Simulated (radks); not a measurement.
Polarisability of neutral aluminium, [Ne] 3s2 3p1, at imaginary frequency. Method: non-relativistic Kohn-Sham, LDA (Slater exchange, VWN5 correlation), spin-polarised, spherical densities, point nucleus; open shells are filled with parallel spins first; computed with a radial shooting solver on a logarithmic mesh with Libxc functionals. Response by self-consistent Sternheimer equations with the Hartree and adiabatic LDA kernel.

| w (hartree) | alpha1(iw) (bohr^3) |
|---|---|
| 0.00266 | 65.63 |
| 0.0143 | 65.07 |
| 0.0360 | 62.20 |
| 0.0697 | 55.04 |
| 0.118 | 43.96 |
| 0.186 | 31.59 |
| 0.280 | 20.50 |
| 0.413 | 12.15 |
| 0.605 | 6.692 |
| 0.892 | 3.494 |
| 1.35 | 1.754 |
| 2.12 | 0.8529 |
| 3.59 | 0.3912 |
| 6.94 | 0.1473 |
| 17.5 | 0.03148 |

Static values: alpha1 = 65.65 bohr^3 (9.728 angstrom^3; uncoupled 95.94). C6 = 577.9, triple-dipole C9 = 27210 atomic units. One-pole (London) frequency 4 C6 / (3 alpha1^2) = 0.179 hartree, against 0.111 for minus the highest occupied eigenvalue. The dipole shielding factor is 1.000, as the force sum rule N/Z = 1.000 demands. Recommended static value: 57.8 bohr^3 (Schwerdtfeger and Nagle, 2023 table).
